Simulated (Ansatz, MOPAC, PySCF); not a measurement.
Noncovalent pair: HCl (SMILES Cl) (first 2 atoms) with SiH4 (SMILES [SiH4]); geometry from B3LYP-D3(BJ)/def2-TZVP, rigid monomers moved along the line of their centres of mass till Cl1···Si3 is 5.28 Å.
(charge 0, multiplicity 1):
```tsv
atom	x (Å)	y (Å)	z (Å)
Cl	0.6255	1.1381	-0.2247
H	1.1186	-0.0336	-0.0576
Si	-0.5055	-0.5579	4.6482
H	-0.6423	0.9117	4.7287
H	-1.4866	-1.1053	3.6854
H	-0.7432	-1.1542	5.9830
H	0.8630	-0.9075	4.2016
```

Interaction energies are E(AB) − E(A) − E(B) at the monomers' geometry in the complex; basis-set methods are counterpoise corrected. Rows marked so take none.

Frozen-core correlation. CBS: X⁻³ extrapolation of the correlation energy, Hartree–Fock from the larger set. Rows in 3-21G, 6-31G*, STO-3G carry no dispersion term and start afresh at each structure (6-31G* with six Cartesian d functions). MP2/6-31G* freezes PySCF's default core. The state that AM1, PM7 reach isn't checked; PM7 holds dispersion and hydrogen-bond terms.

Run with Ansatz (Gaussian orbitals); MOPAC for AM1, PM7 (differences of heats of formation); PySCF for 3-21G rows, 6-31G* rows, STO-3G rows, the dispersion terms. 

Other levels give for the interaction energy: PBE/def2-TZVPPD -5.4; B3LYP/def2-TZVPPD 1.4; B3LYP-D3(BJ)/def2-TZVPPD -9.2; wB97M-V/def2-TZVPPD -9.8; CCSD(T)/CBS(aug-cc-pV(D+d)Z, aug-cc-pV(T+d)Z) -9.6 meV.

Common cheap choices:

| level | interaction energy (meV) | less -9.6 (CCSD(T)/CBS(aug-cc-pV(D+d)Z, aug-cc-pV(T+d)Z)) |
|---|---|---|
| AM1 | -1.0 | 8.6 |
| PM7 | -9.0 | 0.7 |
| HF/STO-3G (no counterpoise) | -0.9 | 8.7 |
| HF/6-31G* (no counterpoise) | -4.1 | 5.5 |
| BP86/6-31G* (no counterpoise) | 0.1 | 9.7 |
| B3LYP/3-21G (no counterpoise) | -4.0 | 5.6 |
| M06-2X/6-31G* (no counterpoise) | -10.0 | -0.4 |
| MP2/6-31G* (no counterpoise) | -7.6 | 2.0 |

Ansatz is a program for electronic structure.
